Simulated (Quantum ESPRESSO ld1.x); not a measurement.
Er24+, 44 electrons, occupied as [Kr] 4d8 (the NIST ground configuration). Calculated with ld1.x of Quantum ESPRESSO 7.5: scalar-relativistic Kohn-Sham, revPBE, spin-unpolarised, spherical densities, point nucleus.

Normalised radial functions P(r) = r R(r), r in bohr:

r              2s       3p
0.002226   0.9859   0.0263
0.00283    1.1585   0.0394
0.003626   1.3491   0.0597
0.004647   1.5407   0.0902
0.005908   1.7086   0.1336
0.00757    1.8344   0.1986
0.009624   1.8699   0.2879
0.01233    1.7637   0.4148
0.0158     1.4517   0.5827
0.02009    0.9035   0.7833
0.02575    0.0644   1.0153
0.03273   -0.9641   1.2268
0.04194   -2.1015   1.3606
0.05374   -3.0610   1.3034
0.06832   -3.5425   0.9601
0.08755   -3.3915   0.2539
0.1113    -2.6720  -0.6905
0.1426    -1.6576  -1.6700
0.1828    -0.7770  -2.2725
0.2324    -0.2693  -2.2431
0.2977    -0.0593  -1.6546
0.3785    -0.0083  -0.9128
0.485     -0.0006  -0.3449
0.6216    0.0000  -0.0838
0.7902    0.0000  -0.0127
1.013     0.0000  -0.0009
1.287      0.0000  0.0000
1.65       0.0000  0.0000

2s: eigenvalue -10393.5 eV, 1 radial node at r = 0.0262 bohr, <r> = 0.0865 bohr, 90 % of the charge inside 0.134 bohr. 3p: eigenvalue -2573.6 eV, 1 radial node at r = 0.0938 bohr, <r> = 0.224 bohr, 90 % of the charge inside 0.334 bohr.
